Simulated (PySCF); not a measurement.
# Diatomic anions of B with the chalcogens

r²SCAN with double-zeta basis sets in PySCF, for the lowest determinant that a PBE0 search found; no spin–orbit coupling. De refers to high-spin ground-configuration atoms (the charge goes to the atom of lower measured ionisation energy or higher electron affinity, which is not always the lowest computed limit). A positive dipole points towards B; it is taken about the centre of mass and depends on that origin.

```tsv
M	basis	charged atom	state (unpaired electrons)	Re (Å)	ωe (cm⁻¹)	De (eV)	μ (D)
O	def2-SVPD	O−	singlet (closed shell)	1.240	1739	9.56	-2.35
S	aug-cc-pVDZ/aug-cc-pV(D+d)Z	S−	singlet (closed shell)	1.702	988	6.07	-3.85
Se	aug-cc-pVDZ-DK	Se−	singlet (closed shell)	1.840	803	5.29	-4.78
Te	aug-cc-pVDZ/aug-cc-pVDZ-PP	Te−	singlet (closed shell)	2.084	655	4.27	-4.88
```

By what factor does the well depth vary along the series?

At r²SCAN it runs from 4.27 eV (BTe⁻) to 9.56 eV (BO⁻), a factor of 2.24.

The rows differ in basis set, which adds steps of its own.

Relativity is treated differently too: O no relativity; S no relativity; Se spin-free X2C; Te scalar-relativistic core potentials.

Down a group bonds as a rule get longer and wavenumbers fall, partly through the reduced mass; this series shows no clear exception.

Spin–orbit coupling is left out, which matters for elements this heavy, above all for dissociation energies. For an ion De counts to the pair picked by the measured ionisation energies or electron affinities, which need not be the lowest pair at this level. The highest Kohn–Sham level is positive in some of these anions. Much of that is self-interaction error, but it also means that the finite basis helps to hold the extra electron.
